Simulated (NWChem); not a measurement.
System meant: Te, triplet

Here is an NWChem input.

```
start job
memory heap 200 mb stack 900 mb global 1100 mb
geometry units angstroms noautoz
  Te     0.000000     0.000000     0.000000
end
basis spherical
  Te library def2-svp
end
dft
  odft
  mult 3
  xc b3lyp
  iterations 150
  mulliken
end
task dft energy
```

End of the output:

```
             Grid Information
             ----------------
          Grid used for XC integration:  medium
          Radial quadrature: Mura-Knowles
          Angular quadrature: Lebedev.
          Tag              B.-S. Rad. Rad. Pts. Rad. Cut. Ang. Pts.
          ---              ---------- --------- --------- ---------
          Te                  1.40      123           5.0       590
          Grid pruning is: on
          Number of quadrature shells:   123
          Spatial weights used:  Erf1

          Convergence Information
          -----------------------
          Convergence aids based upon iterative change in
          total energy or number of iterations.
          Levelshifting, if invoked, occurs when the
          HOMO/LUMO gap drops below (HL_TOL):  1.00D-02
          DIIS, if invoked, will attempt to extrapolate
          using up to (NFOCK): 10 stored Fock matrices.

                    Damping( 0%)  Levelshifting(0.5)       DIIS
                  --------------- ------------------- ---------------
          dE  on:    start            ASAP                start
          dE off:    2 iters        150 iters           150 iters

      Screening Tolerance Information
      -------------------------------
          Density screening/tol_rho:  1.00D-10
          AO Gaussian exp screening on grid/accAOfunc:  14
          CD Gaussian exp screening on grid/accCDfunc:  20
          XC Gaussian exp screening on grid/accXCfunc:  20
          Schwarz screening/accCoul:  1.00D-08

      Superposition of Atomic Density Guess
      -------------------------------------

      charge =      52.0 Te (Tellurium)

      symmetry species            s     p     d     f
      number of basis functions =10     7     6
      number of cont. functions = 4     4     2
      number of closed shells   = 5     3     2
      number of open shells     = 0     1     0
      open shell occupation     = 0     4     0
 ------------------------------------------------------------------------
 atomscf:atomd: error in atom scf                   0
 ------------------------------------------------------------------------
 ------------------------------------------------------------------------
  current input line :
    16: task dft energy
 ------------------------------------------------------------------------
 ------------------------------------------------------------------------
 This error has not yet been assigned to a category
 ------------------------------------------------------------------------
 For more information see the NWChem manual at https://nwchemgit.github.io

0:atomscf:atomd: error in atom scf:Received an Error in Communication
```

### Question
Find the fault in this run and fix the input.

### Answer
The run crashed. Cause: the def2 basis of a heavy element holds valence functions alone and wants its effective core potential (without it all electrons must fit into that basis). This input runs:
```
start job
memory heap 200 mb stack 900 mb global 1100 mb
geometry units angstroms noautoz
  Te     0.000000     0.000000     0.000000
end
basis spherical
  * library def2-svp
end
ecp
  Te library def2-ecp
end
dft
  odft
  mult 3
  xc b3lyp
  iterations 150
  mulliken
end
task dft energy
```
It converges to -268.06433 Ha (B3LYP/def2-SVP with def2 effective core potentials on Te, spin-unrestricted).
